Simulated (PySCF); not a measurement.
Input file for PySCF: R-B3LYP/6-311+G** on CH2O (SMILES C=O).

```python
from pyscf import gto, scf, dft, mp
from pyscf.data.elements import chemcore

mol = gto.M(
    atom='''
    C    -0.46930834   -0.45528439    0.16497162
    O     0.66485995   -0.05572211    0.13568639
    H    -0.71021650   -1.52942070    0.25603581
    H    -1.33382768    0.22935422    0.10211369
    ''',
    basis='6-311+g**',
    charge=0, spin=0, verbose=3, max_memory=1800)
mf = dft.RKS(mol, xc='b3lyp')
mf.conv_tol = 1e-8
mf.max_cycle = 100
mf.kernel()
if not mf.converged:
    mf = mf.newton().run(mf.mo_coeff, mf.mo_occ)
```

### Question
Predict the final total energy.

### Answer
-114.5417 hartree.
